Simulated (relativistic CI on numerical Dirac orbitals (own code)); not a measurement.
**Energy levels of Tm⁴⁺**

These numbers are calculated, not measured: Dirac-Coulomb-Breit CI, separate exchange-only KLI orbitals for each configuration, QED by a radiative potential, valence Slater integrals scaled by 0.8 (own radial code, finite nucleus).

CI space (outside the closed core [Xe]): 4f¹¹.

The lowest level is 4f¹¹ ⁴I°15/2, with 96 % of that term; Hund's rules for 4f¹¹ give ⁴I° with J = 15/2, in agreement.

| No. | Configuration | Term | J | E (cm⁻¹) | % | Next component (%) | Landé g |
| --- | --- | --- | --- | --- | --- | --- | --- |
| 1 | 4f¹¹ | ⁴I° | 15/2 | 0.0 | 96 | 4 ²K° | 1.194 |
| 2 | 4f¹¹ | ⁴I° | 13/2 | 7598.3 | 99 | 1 ²K° | 1.105 |
| 3 | 4f¹¹ | ⁴I° | 11/2 | 11340.2 | 75 | 23 ²H° | 0.997 |
| 4 | 4f¹¹ | ⁴I° | 9/2 | 13309.1 | 40 | 26 ²H° | 0.936 |
| 5 | 4f¹¹ | ⁴F° | 9/2 | 17304.5 | 49 | 34 ⁴I° | 1.085 |
| 6 | 4f¹¹ | ⁴S° | 3/2 | 20792.4 | 57 | 23 ²P° | 1.581 |
| 7 | 4f¹¹ | ²H° | 11/2 | 20927.6 | 53 | 23 ⁴G° | 1.103 |
| 8 | 4f¹¹ | ⁴F° | 7/2 | 23498.5 | 88 | 12 ²G° | 1.195 |
| 9 | 4f¹¹ | ⁴F° | 5/2 | 25337.7 | 80 | 19 ²D° | 1.058 |
| 10 | 4f¹¹ | ⁴F° | 3/2 | 25580.6 | 52 | 25 ⁴S° | 0.893 |
| 11 | 4f¹¹ | ⁴F° | 9/2 | 26837.6 | 31 | 28 ²G° | 1.072 |
| 12 | 4f¹¹ | ²K° | 15/2 | 28641.0 | 91 | 6 ²L° | 1.063 |
| 13 | 4f¹¹ | ⁴G° | 11/2 | 29718.0 | 71 | 27 ²H° | 1.217 |
| 14 | 4f¹¹ | ²G° | 7/2 | 30691.5 | 61 | 25 ⁴G° | 0.956 |
| 15 | 4f¹¹ | ⁴G° | 9/2 | 31489.4 | 76 | 15 ²H° | 1.108 |
| 16 | 4f¹¹ | ²K° | 13/2 | 34678.5 | 89 | 10 ²I° | 0.947 |
| 17 | 4f¹¹ | ⁴F° | 3/2 | 35265.8 | 31 | 31 ²P° | 1.013 |
| 18 | 4f¹¹ | ²P° | 1/2 | 36514.6 | 94 | 6 ⁴D° | 0.621 |
| 19 | 4f¹¹ | ⁴G° | 5/2 | 38297.3 | 64 | 25 ²D° | 0.765 |
| 20 | 4f¹¹ | ⁴G° | 7/2 | 38413.9 | 69 | 27 ²G° | 0.967 |
| 21 | 4f¹¹ | ²D° | 5/2 | 38928.1 | 54 | 23 ⁴G° | 1.035 |
| 22 | 4f¹¹ | ²H° | 9/2 | 39996.4 | 37 | 36 ²G° | 1.041 |
| 23 | 4f¹¹ | ²D° | 5/2 | 43284.6 | 51 | 43 ⁴D° | 1.236 |
| 24 | 4f¹¹ | ²I° | 11/2 | 43997.7 | 68 | 30 ²H° | 0.978 |
| 25 | 4f¹¹ | ²L° | 17/2 | 44146.0 | 100 |  | 1.057 |
| 26 | 4f¹¹ | ⁴D° | 7/2 | 45352.5 | 92 | 6 ²F° | 1.401 |
| 27 | 4f¹¹ | ²I° | 13/2 | 46782.1 | 90 | 10 ²K° | 1.062 |
| 28 | 4f¹¹ | ²D° | 3/2 | 47084.2 | 47 | 41 ²P° | 1.046 |
| 29 | 4f¹¹ | ⁴D° | 3/2 | 48857.5 | 70 | 26 ²D° | 1.084 |
| 30 | 4f¹¹ | ²L° | 15/2 | 51356.0 | 94 | 6 ²K° | 0.947 |
| 31 | 4f¹¹ | ²H° | 9/2 | 52305.2 | 95 | 3 ²G° | 0.917 |
| 32 | 4f¹¹ | ⁴D° | 1/2 | 54390.7 | 94 | 6 ²P° | 0.039 |
| 33 | 4f¹¹ | ⁴D° | 5/2 | 55474.4 | 46 | 37 ²D° | 1.212 |
| 34 | 4f¹¹ | ²H° | 11/2 | 55709.3 | 67 | 31 ²I° | 1.041 |
| 35 | 4f¹¹ | ²F° | 7/2 | 60071.9 | 86 | 7 ⁴D° | 1.151 |
| 36 | 4f¹¹ | ²D° | 3/2 | 62628.2 | 71 | 26 ⁴D° | 0.908 |
| 37 | 4f¹¹ | ²F° | 5/2 | 70263.5 | 77 | 14 ²D° | 0.912 |
| 38 | 4f¹¹ | ²G° | 7/2 | 72633.3 | 96 | 4 ²F° | 0.897 |
| 39 | 4f¹¹ | ²G° | 9/2 | 77327.1 | 96 | 3 ²H° | 1.104 |
| 40 | 4f¹¹ | ²F° | 5/2 | 101399.9 | 99 |  | 0.856 |
| 41 | 4f¹¹ | ²F° | 7/2 | 106799.7 | 97 | 2 ²G° | 1.138 |

Energies count from the lowest computed level; ° marks odd parity.

The mean weight of the leading LS term, summed over parents, in these 41 levels is 73 %, and that of the leading jj configuration (from the same eigenvectors) 69 %.

One configuration and one scale for all Slater integrals: terms of lower spin can come out thousands of cm⁻¹ low, and their order can be wrong.

LS names give the leading component of a level, which can be under half, so a name can repeat, a term be missing and a line seem to break the LS rules.
